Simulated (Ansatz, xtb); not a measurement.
## Two isomers of C4H4N2O2

Structure a is `O=COc1c[nH]cn1`, a singlet and structure b is `O=C(O)c1cc[nH]n1`, a singlet. Both are isolated molecules in the gas phase, relaxed with r2SCAN-D4/def2-SVP; the shapes shown needn't be the lowest conformers.

a (Å):

```
atom    x (Å)    y (Å)    z (Å)
   C  -2.1595   1.3600   0.5856
   C  -0.0497   0.6074  -0.1647
   C   0.5983   0.3632   1.0344
   C   1.8755  -0.0768  -0.7261
   N   1.8430  -0.0788   0.6355
   N   0.7344   0.3371  -1.2361
   O  -1.9230   1.2660   1.7595
   O  -1.3183   1.0646  -0.4223
   H  -3.1161   1.7077   0.1436
   H   0.2976   0.4608   2.0709
   H   2.5943  -0.3542   1.2583
   H   2.7535  -0.3856  -1.2938
```

b (Å):

```csv
atom,x (Å),y (Å),z (Å)
C,-1.4048,1.3034,0.0232
C,-0.0609,0.6955,0.0838
C,0.5890,0.1066,1.2012
C,1.8141,-0.2985,0.7062
N,1.8187,0.0562,-0.6107
N,0.7053,0.6556,-1.0141
O,-1.9244,1.7950,-0.9485
O,-2.0122,1.2433,1.2334
H,-2.8822,1.6597,1.1097
H,0.2042,0.0020,2.2124
H,2.6633,-0.7979,1.1697
H,2.5659,-0.0910,-1.2815
```

Problem. Estimate E(b) − E(a) at the level CCSD(T)/def2-SVP + ΔMP2/def2-TZVPP.

Solution. Calculated at CCSD(T)/def2-SVP + ΔMP2/def2-TZVPP: E(b) − E(a) = −4.1 kcal/mol, so structure b lies lower.

Level by level:

| level | geometry | E(b) − E(a) (kcal/mol) | departure from the last row (kcal/mol) | job, with rough time for the two |
| --- | --- | --- | --- | --- |
| GFN2-xTB | GFN2-xTB | +8.4 | +12.5 | optimisation, 0.14 s |
| HF/STO-3G | GFN2-xTB | +2.4 | +6.5 | single point, 0.36 s |
| r2SCAN-D4/def2-SVP//GFN2-xTB | GFN2-xTB | −3.6 | +0.5 | single point, 3 s |
| r2SCAN-D4/def2-SVP | r2SCAN-D4/def2-SVP | −3.6 | +0.5 | optimisation, 25 s |
| HF/def2-SVP | r2SCAN-D4/def2-SVP | −0.2 | +3.9 | part of the CCSD(T) run |
| MP2/def2-SVP | r2SCAN-D4/def2-SVP | −5.4 | −1.3 | part of the CCSD(T) run |
| CCSD(T)/def2-SVP | r2SCAN-D4/def2-SVP | −3.2 | +0.9 | single point |
| CCSD(T)/def2-SVP + ΔMP2/def2-TZVPP | r2SCAN-D4/def2-SVP | −4.1 |  | single point, 70 s |

As drawn, b has 1 C–C, 1 C∷C, 1 N∷N, 1 O–H in place of 1 C–O, 2 C∷N, 1 C–H (∷ is an aromatic bond).

GFN2-xTB, HF/STO-3G put the two in the other order. HF/def2-SVP finds them nearly level. The largest departure from CCSD(T)/def2-SVP + ΔMP2/def2-TZVPP is that of GFN2-xTB, 12.5 kcal/mol. The last row adds to CCSD(T) the change of the MP2 difference between the two basis sets, here −0.9 kcal/mol.

With thermal terms from frequencies at re-optimised GFN2-xTB minima (ideal gas, soft modes damped towards free rotors, one conformer each, 298.15 K, 1 atm): on the last row, ΔE + ΔZPE = −3.9, ΔH = −3.8, ΔG = −3.9 kcal/mol.

The correlated steps freeze 8 core orbitals. Run with Ansatz 0.2.0, xtb 6.7.1; the last row on 4 threads of Arm Neoverse V1 on a shared host.
